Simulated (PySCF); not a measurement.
Gas-phase equilibrium of 1 mol N₂O, 20 mol N₂ at 2000 K and 10.0 bar, among 8 species (O₂, N₂, O, NO, O₃, N, N₂O, NO₂). Only gases are allowed; each row takes one source of thermochemistry for all species, and Cantera finds the minimum.

Method: PySCF energies plus ideal-gas RRHO corrections (1 bar). The comparison is the NASA 1993 polynomial table, which mixes measured and estimated data. † marks an energy on the PBE0/def2-TZVP geometry and frequencies; other levels use their own. MP2 freezes the core. 6-31G* has spherical d functions here. Open shells (unrestricted) among the columns below: O₂ (multiplicity 3), O (multiplicity 3, electronic degeneracy 9), NO (multiplicity 2, electronic degeneracy 4), N (multiplicity 4), NO₂ (multiplicity 2); the rest are closed-shell singlets. Spin-orbit splitting is ignored; it lowers the true energy and changes the entropy of O, NO. MP2 isn't extrapolated to the basis-set limit. The harmonic model lacks anharmonicity and excited electronic states, which grow with temperature; levels with a mode under 35 cm⁻¹ are left out.

Molecules larger than those listed are left out. Table species left out: NO3.

Mole fractions:

| thermochemistry | x N₂ | x O | x O₂ | x NO | x N | x NO₂ | x N₂O |
|---|---|---|---|---|---|---|---|
| table | 0.98 | 3.1e-5 | 0.022 | 0.0027 | 2.8e-10 | 4.9e-6 | 5.4e-7 |
| HF/6-31G* | 0.95 | 0.045 | 4.6e-6 | 6.2e-5 | 0.0011 | <1e-12 | 6.7e-12 |
| HF/def2-TZVP† | 0.95 | 0.045 | 1.3e-5 | 8.7e-5 | 0.00043 | 1.9e-12 | 1.1e-11 |
| MP2/def2-SVP† | 0.98 | 3.9e-5 | 0.023 | 0.0014 | 1.0e-9 | 4.8e-6 | 1.1e-6 |
| MP2/def2-TZVPP† | 0.98 | 1.9e-5 | 0.023 | 0.0014 | 2.9e-10 | 8.1e-6 | 1.8e-6 |
| PBE0/def2-SVP† | 0.97 | 1.5e-5 | 0.021 | 0.0038 | 5.2e-10 | 2.2e-5 | 4.1e-6 |
| ωB97X-V/def2-TZVP† | 0.98 | 1.6e-5 | 0.022 | 0.0031 | 2.3e-10 | 3.4e-6 | 3.5e-7 |
The most sensitive of these is NO₂: it spans a factor of 10^7.3 over these rows; at this temperature one factor of ten is RT ln 10 = 38 kJ/mol.
